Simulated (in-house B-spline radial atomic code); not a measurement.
Response and correlation of Rb⁷⁺

Closed shell [Ar] 3d10 4s2. Computed with a B-spline radial code for spherical atoms: Dirac-Hartree-Fock, relativistic RPA (time-dependent Dirac-Hartree-Fock) for the response and second-order many-body perturbation theory for correlation, no-pair Dirac-Coulomb Hamiltonian, finite nucleus.

Command:
```bash
python run_mb.py task.json out
```
Settings (nuclear radius in fm, box in bohr, cutoff in hartree):
```
basis_form          2
Z                   37
core_configuration  [Ar] 3d10 4s2
rms_radius          4.2036
mass_number         85
speed_of_light      137.036
box_radius          8.526
lmax                7
intervals           62
virtual_cutoff      34225.0
```

Time taken, with all properties: 5.4 s on 1 thread of AMD EPYC 7R43 64-Core Processor, with other jobs on the host.

```tsv
multipole (bohr³, bohr⁵, bohr⁷)	uncoupled	coupled RPA
dipole	2.1077	2.3597
quadrupole	1.7185	?
octupole	3.2539	3.7529
```

(1) What is the coupled quadrupole polarisability?

(2) Which subshells carry the dipole polarisability?

(3) What does the dipole shielding factor come to?

Dipole polarisability at imaginary frequency:

```csv
u (Eh),α(iu) (bohr³)
0,2.36
1.13,0.9611
3.39,0.2781
6.79,0.1364
11.3,0.07683
22.6,0.02959
45.3,0.00956
113,0.001895
```

(4) What dispersion coefficients follow for two such ions (the dispersion part alone)?

Lowest J = 1 odd-parity excitations:

| energy (eV) | oscillator strength | leading channel | weight |
| --- | --- | --- | --- |
| 14.524 | 0.00542 | 4s1/2 → p1/2 | 0.741 |
| 22.993 | 1.53 | 4s1/2 → p3/2 | 0.735 |
| 71.142 | 0.0102 | 4s1/2 → p1/2 | 0.867 |
| 72.189 | 0.102 | 4s1/2 → p3/2 | 0.867 |
| 93.662 | 0.00581 | 4s1/2 → p1/2 | 0.901 |
| 94.101 | 0.0464 | 4s1/2 → p3/2 | 0.901 |
| 107.41 | 0.00519 | 4s1/2 → p1/2 | 0.917 |
| 107.77 | 0.0375 | 4s1/2 → p3/2 | 0.917 |

For an outer ns² shell RPA puts the lowest triplet far too low, and second order misses the ns²-np² near-degeneracy.

Second-order correlation energy by the highest angular momentum of the excited pair (hartree): s -0.02197, p -0.2301, d -0.57, f -0.5261, g -0.1705, h -0.07358, i -0.0336, k -0.0171.

(5) What is the second-order correlation energy at the partial-wave limit?

## Answers

(1) 2.0579 atomic units, +20 % against the uncoupled value.

(2) 4s1/2 98.6 %, 3d5/2 0.8 %, 3d3/2 0.5 %.

(3) The dipole shielding factor is 0.811, against the exact N/Z = 30/37 = 0.811 of the non-relativistic theorem.

(4) C6 = (3/π)∫α(iu)²du = 4.117 hartree·bohr⁶ and C8 = 24.49 hartree·bohr⁸.

(5) The listed waves sum to -1.643 hartree; extrapolating the increments as (l + 1/2)⁻⁴ gives -1.6779 hartree, -1.52 eV per electron.
